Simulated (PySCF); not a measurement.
CH5InO2, SMILES [CH3][In]([OH])[OH]. Geometry optimised at B3LYP-D3(BJ)/def2-SVP. The def2 effective core potentials stand for the cores of In; spin–orbit coupling is left out. Other conformers were not sampled.

Computed equilibrium geometry at B3LYP-D3(BJ)/def2-SVP (PySCF confirms it by a frequency run) as Cartesian coordinates in Å (one conformer of several):
```xyz
9

In     0.0127     0.0019    -0.0122
C      1.9524    -0.1066    -0.9543
H      2.4488    -1.0278    -0.6214
H      2.5468     0.7653    -0.6466
H      1.8429    -0.1096    -2.0472
O     -0.4546    -1.1204     1.5859
H     -1.3568    -0.9385     1.8855
O     -1.5918     1.1388    -0.4629
H     -1.4473     1.7109    -1.2290
```
Charge 0, spin multiplicity 1.
